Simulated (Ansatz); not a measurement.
H₇N₂PSi₂, relaxed with RKS PBE0-D4/def2-TZVP in the Gaussian-basis code of Ansatz from a PBE-D4/def2-SVP geometry. The force threshold is 0.005 eV/Å; the program also tests the step.

The species carries charge 0 and has multiplicity 1. The bonds changed during the relaxation, so this is another structure than the one it started from.

Start:

```xyz
12

N     1.387   -1.446    0.580
P     0.136   -0.937    1.667
Si   -0.896    0.514    0.250
N     0.069    1.374   -0.924
Si   -0.785    0.428   -2.266
H     2.129   -0.794    0.315
H     1.774   -2.368    0.800
H     0.752    0.115    2.462
H    -2.020    1.289    0.868
H     1.080    1.202   -0.888
H    -1.502   -0.565   -0.779
H    -2.125    1.188   -2.086
```

Task: By how much does the energy fall, and how many steps does the optimiser take? (Best estimate.)

Result: Computed: 115.20 kJ/mol, in 60 steps, 3 of them rejected.

Task: Which bonds change most? (Best estimate.)

Result: Ansatz gave: N1–Si5 from 4.041 to 2.073 Å; Si3–H11 from 1.610 to 1.483 Å; N4–Si5 from 1.851 to 1.779 Å; N1–P2 from 1.734 to 1.804 Å.

Task: Give the relaxed structure. (An estimate is asked.)

Result: Ansatz gave: 
```xyz
12

N     1.240   -0.949   -0.120
P    -0.022   -1.175    1.149
Si   -1.243    0.647    0.455
N    -0.284    1.260   -0.818
Si    0.534    0.028   -1.807
H     2.033   -0.414    0.220
H     1.594   -1.856   -0.408
H     0.658   -0.492    2.197
H    -1.428    1.592    1.595
H     0.116    2.184   -0.770
H    -2.571    0.153    0.018
H    -0.628   -0.977   -1.711
```
